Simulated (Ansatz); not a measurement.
Input for Ansatz (an electronic-structure program): R-B3LYP-D3(BJ)/def2-TZVP on C5H12 (SMILES CCCCC).

Ansatz 0.2 input:
```yaml
crystal:
  periodic: [false, false, false]
  atoms:
    - {symbol: C, position_ang: [1.82231162, -0.76315478, 0.79170606]}
    - {symbol: C, position_ang: [1.05468139, -0.28156866, -0.43392886]}
    - {symbol: C, position_ang: [0.17767517, 0.94021647, -0.15475045]}
    - {symbol: C, position_ang: [-0.97632281, 0.69615219, 0.81918528]}
    - {symbol: C, position_ang: [-2.01908330, -0.27806181, 0.28352812]}
    - {symbol: H, position_ang: [1.14613763, -1.13430612, 1.55744500]}
    - {symbol: H, position_ang: [2.49916716, -1.57031471, 0.51987463]}
    - {symbol: H, position_ang: [2.41010631, 0.04864251, 1.21549348]}
    - {symbol: H, position_ang: [1.77164549, -0.01339202, -1.21415759]}
    - {symbol: H, position_ang: [0.44165147, -1.09584393, -0.82322160]}
    - {symbol: H, position_ang: [-0.23664336, 1.29526530, -1.10200355]}
    - {symbol: H, position_ang: [0.80959729, 1.73680093, 0.24666635]}
    - {symbol: H, position_ang: [-1.46132756, 1.65535366, 1.01772336]}
    - {symbol: H, position_ang: [-0.58686637, 0.32721337, 1.76924157]}
    - {symbol: H, position_ang: [-2.86101989, -0.34428724, 0.96930368]}
    - {symbol: H, position_ang: [-1.60139258, -1.27458393, 0.16604623]}
    - {symbol: H, position_ang: [-2.39031766, 0.05586881, -0.68331961]}
basis:
  gaussian:
    orbitals: def2-TZVP
hamiltonian:
  xc: b3lyp
  dispersion: d3bj
relax: {f_tol: 0.003, max_steps: 120}
scf: {lower_state_search: off}
```

### Question
What total energy does the run end on?

### Answer
-197.8664 hartree.

### Question
How many basis functions does it have, and what does it roughly cost on one machine?

### Answer
227 functions; very roughly 80 core-seconds.
